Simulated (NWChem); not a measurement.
## CH₅S (+1)

SMILES: C[SH2+]
```xyz
7

C     -0.3304     1.1462     0.0000
S      0.2629    -0.5685     0.0000
H      0.0956     1.6144     0.8983
H      0.0956     1.6144    -0.8983
H     -1.4261     1.1885     0.0000
H     -0.4943    -1.0989     0.9987
H     -0.4943    -1.0989    -0.9987
```
Charge +1, spin multiplicity 1.

The numbers come from NWChem runs, not from measurements. Structure: optimised with PBE0/def2-SVP, a minimum by its harmonic frequencies.

Symmetry labels belong to the abelian group Cs used in the runs, with the axes of the coordinates shown.

The structure started from a generated list of species.

### Question
List the lowest 3 singlet excitations that TDA-PBE0/aug-cc-pVDZ gives, with oscillator strengths.

### Answer
```json
[
 {"state": "1", "symmetry": "a'", "energy (eV)": "8.64", "wavelength (nm)": "144", "f": "0.044"},
 {"state": "2", "symmetry": "a\"", "energy (eV)": "8.73", "wavelength (nm)": "142", "f": "0.037"},
 {"state": "3", "symmetry": "a'", "energy (eV)": "9.33", "wavelength (nm)": "133", "f": "0.034"}
]
```
